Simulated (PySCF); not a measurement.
Bonds (- single, = double, # triple, : aromatic): N1#C2, C2-C3, C3-Si4, Si4-C5, C5-C6, C6-Si7, Si7-C8, C8=C9, C9-F10, C8-C3. C3 carries H11; Si4 carries H12, H13; C5 carries H14, H15; C6 carries H16, H17; Si7 carries H18, H19; C9 carries H20. Stereochemistry as in N#C[C@@H]1[SiH2]CC[SiH2]/C1=C/F. H12, H14, H17, H19 are cis to C2 on the ring; H13, H15, H16, H18 are trans to C2 on the ring.

PySCF 2.14.0 with density-fitted response routines calculation with GFN2-xTB structure and PBE0/pcSseg-1 with gauge-including orbitals; one conformer, no relativistic terms, gas phase.

Scale: 13C (186.93 ppm), 1H (31.72 ppm), 29Si (349.16 ppm) against TMS; 15N (267.73 ppm) against NH3; 19F (170.95 ppm) against CFCl3 (reference shieldings calculated alike).

| atoms | nucleus | count | δ (ppm) |
| --- | --- | --- | --- |
| H16 | 1H | 1 | ? |
| H19 | 1H | 1 | ? |
| H15 | 1H | 1 | ? |
| C5 | 13C | 1 | 6.6 |
| C2 | 13C | 1 | 123.8 |
| N1 | 15N | 1 | 300.3 |
| C3 | 13C | 1 | ? |
| H18 | 1H | 1 | 4.14 |
| C6 | 13C | 1 | 10.7 |
| C9 | 13C | 1 | 159.1 |
| H17 | 1H | 1 | 1.38 |
| H20 | 1H | 1 | 6.82 |
| H12 | 1H | 1 | 4.49 |
| C8 | 13C | 1 | 113.7 |
| F10 | 19F | 1 | -95.0 |
| Si7 | 29Si | 1 | -49.0 |
| H11 | 1H | 1 | ? |
| Si4 | 29Si | 1 | ? |
| H13 | 1H | 1 | 4.16 |
| H14 | 1H | 1 | 1.70 |

**Question.** Complete the table.

**Answer.** 
- C3: 13.0 ppm, allylic sp3 CH bonded to Si
- H19: 4.93 ppm, hydrogen on a silicon bonded to 2 C, in a 6-membered ring
- H11: 3.79 ppm, hydrogen on an allylic sp3 CH bonded to Si
- H15: 1.37 ppm, hydrogen on an sp3 CH2 bonded to Si
- H16: 0.96 ppm, hydrogen on an sp3 CH2 bonded to Si
- Si4: -30.4 ppm, silicon bonded to 2 C, 2 H, in a 6-membered ring

Shifts are as computed. Against solution values, carbons near 30 ppm lie about +3 ppm off and those near 130 ppm about +5 ppm. Of 1309 compounds with measured shifts, 239 miss one by over three times the rms of a fit or turn the order of signals round; such compounds aren't used in these exercises. Unscaled 19F shifts against computed CFCl3 carry errors that often reach 10 to 50 ppm. Experimental scales use liquid or dissolved standards, which lie at an offset from isolated NH3 (liquid NH3: subtract about 20 ppm). Unscaled 15N shifts of sp2 nitrogen come out 20 to 40 ppm too high even then.
